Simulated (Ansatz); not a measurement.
```yaml
crystal:
  periodic: [false, false, false]
  atoms:
    - {symbol: O, position_ang: [-1.021404, 0.171841, 1.242399]}
    - {symbol: Sn, position_ang: [-0.158251, -0.024811, -0.557688]}
    - {symbol: O, position_ang: [1.808152, -0.549307, 0.403460]}
    - {symbol: F, position_ang: [-0.679361, -1.410488, -1.537058]}
    - {symbol: Br, position_ang: [0.283088, 2.235104, -1.459176]}
    - {symbol: H, position_ang: [-2.102352, 0.220419, 1.027937]}
    - {symbol: H, position_ang: [1.627768, -1.109971, 1.222480]}
basis:
  gaussian: {orbitals: def2-TZVP, fitting: {mean_field: cc-pVTZ-jkfit}, point_charges: [{charge: 0.50, position_ang: [6.522, -0.025, -0.538]}]}
hamiltonian: {xc: {name: wB97X}}
scf: {lower_state_search: full}
```

```sh
$ ansatz run in.yaml --threads 4 --pin off --events-out ev --progress --plain --max-ram 10444MiB
```

Output, abridged:

```
Functional definition: wB97X
Error: <dir> the basis set cc-pVTZ-JKFIT has no functions for Sn
```
